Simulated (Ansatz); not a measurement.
`C[Se][Al]([F])[F]` + CH₃OH → `C[O][Al]([F])[F]` + `C[SeH]` at 400 K and 1 bar (ligand exchange at the Al–Se bond).

Calculated with Ansatz (gas phase, PBE0-D4/def2-TZVP geometries, no zero-point term in ΔE). CCSD(T)/CBS is the MP2 limit (def2-TZVPP, def2-QZVPP) plus CCSD(T) − MP2 in def2-TZVPP, frozen cores. This one scheme is used for every species. For Se outer-core shells are correlated without core-valence functions, which leaves a few kJ/mol of doubt a bond. Scalar relativity is left out up to krypton. One conformer a species, not always the lowest.

```json
{"species": "`C[Se][Al]([F])[F]`", "CCSD(T)/CBS energy (Eh)": "-2882.36734", "H − E (kJ/mol)": "147.9", "S (J/(mol·K))": "408.2"}
{"species": "CH₃OH", "CCSD(T)/CBS energy (Eh)": "-115.61712", "H − E (kJ/mol)": "151.2", "S (J/(mol·K))": "252.6"}
{"species": "`C[O][Al]([F])[F]`", "CCSD(T)/CBS energy (Eh)": "-556.83340", "H − E (kJ/mol)": "154.9", "S (J/(mol·K))": "374.8"}
{"species": "`C[SeH]`", "CCSD(T)/CBS energy (Eh)": "-2441.15625", "H − E (kJ/mol)": "135.4", "S (J/(mol·K))": "284.5"}
```

H − E and S are ideal-gas, rigid-rotor, harmonic terms from PBE0-D4/def2-TZVP, for one conformer and one mirror image of each species. 1 Eh = 2625.50 kJ/mol, R = 8.31446 J/(mol·K).

By hand: ΔE, ΔH, ΔS and ΔG.

ΔE = (-556.83340) + (-2441.15625) − (-2882.36734) − (-115.61712) = -0.00519 Eh = -13.6 kJ/mol. Δ(H − E) = 154.9 + 135.4 − 147.9 − 151.2 = -8.8, so ΔH = -22.4 kJ/mol. ΔS = 374.8 + 284.5 − 408.2 − 252.6 = -1.5 J/(mol·K). ΔG = -22.4 − 400 × (-1.5)/1000 = -21.8 kJ/mol.

By hand: the equilibrium constant, and the temperature at which ΔG would vanish if ΔH and ΔS stayed fixed.

log₁₀ K = −ΔG/(RT ln 10) = 2.8. ΔG = 0 at ΔH/ΔS = 14933 K, far beyond where these terms or the molecules hold.

The number of gas molecules stays the same, so ΔS is small and ΔH decides. A doubt of 5 kJ/mol in ΔE shifts log₁₀ K by 0.7 here. Other conformers and mirror images would add mixing entropy, several J/(mol·K) or more a flexible species. Modes under 60 cm⁻¹, often nearly free rotors, make the harmonic entropy too high. These are equilibria of isolated gas molecules and say nothing of rates. Largest T1 diagnostic: 0.012 (customary marks: 0.02 for closed shells, 0.045 for open ones).
